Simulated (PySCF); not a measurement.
Computed shifts of a molecule C3H6GeO, PBE/pcSseg-1 run with PySCF, GIAO, gas phase, atoms alike by connectivity averaged where their shifts nearly agree, in ppm (number of nuclei): ¹³C: 86.5 (1), 79.2 (1), 64.1 (1). ¹H: 5.38 (3), 4.79 (2), 2.41 (1). References: ¹³C against TMS (σ = 182.0 ppm); ¹⁷O against H2O (σ = 334.3 ppm); ⁷³Ge against GeH4 (σ = 1614.4 ppm); ¹H against TMS (σ = 31.49 ppm), references at their B3LYP-D3(BJ)/def2-TZVP geometries, non-relativistic. Coordinates come from a TPSSh-D3(BJ)/def2-SVP optimisation. Other conformers were not sampled.

Task: Identify the compound among the candidates.
(A) C#C[CH2][GeH2][OH]
(B) C#CC[O][GeH3]
(C) C=[C]1C[O][GeH2]1
(D) C=C=[CH][GeH2][OH]

Result: B, C#CC[O][GeH3]
